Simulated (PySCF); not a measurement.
Species: AsBFH3.
Bonds: F1–B2, B2–As3. Hydrogens: H4 on B2; H5, H6 on As3.

Theory: PBE0-D3(BJ)/def2-SVP geometry optimisation, gas phase (PySCF).

Task: What internal coordinates does the optimisation give?

Result: 
```json
{"bond": "F1–B2", "length (Å)": "1.319"}
{"bond": "B2–As3", "length (Å)": "2.027"}
{"bond": "B2–H4", "length (Å)": "1.211"}
{"bond": "As3–H5, As3–H6", "length (Å)": "1.519"}
```

Bonds in one row agree within 0.01 Å and their mean is given. A selection of angles:
```json
{"angle": "F1–B2–As3", "degrees": "120.0"}
{"angle": "F1–B2–H4", "degrees": "117.7"}
{"angle": "As3–B2–H4", "degrees": "122.1"}
{"angle": "B2–As3–H5", "degrees": "95.9"}
{"angle": "B2–As3–H6", "degrees": "93.9"}
{"angle": "H5–As3–H6", "degrees": "95.6"}
```

As3 (arsenic bonded to B and 2 H) is pyramidal (angles 95.9°, 95.6° and 93.9°, sum 285.4°, 0.86 Å off the plane of its three neighbours). B2 (three-coordinate boron) is planar (angles 122.1°, 120.0° and 117.7°, sum 359.8°, 0.04 Å off the plane of its three neighbours).

Whether it is a minimum is left open (no frequencies). One conformer, not necessarily the lowest (F1–B2–As3–H -41° and -137°).
